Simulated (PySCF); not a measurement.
# $^{29}$Si chemical shifts

Level of theory: σ from GIAO-PBE0/pcSseg-1, structure optimised with GFN2-xTB, in PySCF 2.14.0 with density-fitted response routines (a single conformation, non-relativistic Hamiltonian, no solvent, equivalent nuclei averaged).

Shieldings were converted by a linear fit to measured shifts: $^{29}$Si (scatter 8.9 ppm rms, 25.8 ppm with the 6 outliers that the fit left out vs TMS, solution or neat liquid). A few per cent of atoms miss by over 2 rms, more outside the fitted compound classes.

(1) Give the $^{29}$Si shifts of `CC[SiH2]S[SiH2]N`, `c1ccn([SiH2]CC2CC2)c1`, `CO[SiH2]/C=C(/[SiH2]Cl)C(C)=O`, `C=CO[Si@@H](C)SC=C`.

(2) Order these by $^{29}$Si shift, lowest first.
A. C/C([SiH3])=P\C(C)(C)C
B. CS[C@@H]1C[C@@H](C=O)C[SiH2]1
C. CCP1CC[SiH2]CC1
D. C[Si](C)(C)c1cccnc1

Results:

(1) 
| compound | environment | δ (ppm) |
| --- | --- | --- |
| [CH3:1][CH2:2][SiH2:3][S:4][SiH2:5][NH2:6] | Si3: silicon bonded to C, S, 2 H | -27.9 |
| [CH3:1][CH2:2][SiH2:3][S:4][SiH2:5][NH2:6] | Si5: silicon bonded to N, S, 2 H | -29.1 |
| c1ccn([SiH2]CC2CC2)c1 | silicon bonded to C, N, 2 H | -27.4 |
| [CH3:1][O:2][SiH2:3]/[CH:4]=[C:5](/[SiH2:6][Cl:7])[C:8]([CH3:9])=[O:10] | Si6: silicon bonded to C, Cl, 2 H | -25.3 |
| [CH3:1][O:2][SiH2:3]/[CH:4]=[C:5](/[SiH2:6][Cl:7])[C:8]([CH3:9])=[O:10] | Si3: silicon bonded to C, O, 2 H | -46.8 |
| C=CO[Si@@H](C)SC=C | silicon bonded to C, O, S, H | -10.2 |

(2) A (-60.0 ppm, silicon bonded to C, 3 H), C (-44.4 ppm, silicon bonded to 2 C, 2 H, in a 6-membered ring), B (-21.4 ppm, silicon bonded to 2 C, 2 H, in a 5-membered ring), D (-10.6 ppm, silicon bonded to 4 C).
